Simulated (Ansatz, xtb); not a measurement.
Relaxing a trial structure of C2H5Sn−

The starting geometry of this gas-phase singlet was built from a drawn formula by distance geometry and a force field; its bonds are those of `[H]/[C-]=[CH]/[SnH3]`.

```xyz
8

C    -0.4685    0.5548    2.0195
C     0.2655    0.9296    1.0280
Sn    1.2951   -0.5279   -0.1351
H    -1.0407    1.3032    2.6304
H     0.3336    1.9999    0.7402
H     0.9517   -2.0833    0.4751
H     3.0220   -0.1901   -0.0660
H     0.7727   -0.4131   -1.8291
```

Problem. Where would you expect an optimisation with r2SCAN-D4/def2-SVPD to take it?

Solution. It keeps its bonds, and is `[H]/[C-]=[CH]/[SnH3]`.

The energy falls by 0.31 eV over 8 steps:

```csv
step,E − E(last) (eV)
1,0.308
2,0.062
3,0.016
4,0.004
5,0.003
6,0.000
7,0.000
8,0.000
```

Final geometry (Å):

```xyz
8

C    -0.5466    0.5117    2.1210
C     0.1855    0.9751    1.0898
Sn    1.2638   -0.4549   -0.1132
H    -1.0357    1.3806    2.6356
H     0.3272    2.0256    0.7482
H     1.0200   -2.0905    0.3975
H     3.0188   -0.2867   -0.1765
H     0.8985   -0.4878   -1.8394
```

From the same start GFN2-xTB ends elsewhere, in pieces: C2H2 + H3Sn.

No frequencies were run, so the end isn't proven a minimum. Atoms past krypton carry core potentials, without spin–orbit terms. Run with Ansatz 0.2.0, 15 s on 2 threads of Arm Neoverse V2, with other jobs on the host.
